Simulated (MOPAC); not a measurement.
MOPAC input (PM7):

```
PM7 PRECISE GNORM=0.05 LET XYZ CHARGE=1 GEO-OK AUX(PRECISION=9) THREADS=1
FGe

F    -0.00000000 1   -0.00000000 1   -1.31682833 1
Ge    0.00000000 1    0.00000000 1    0.37035797 1
```

Task: What heat of formation does the run end on?

Result: 129.28 kcal/mol.
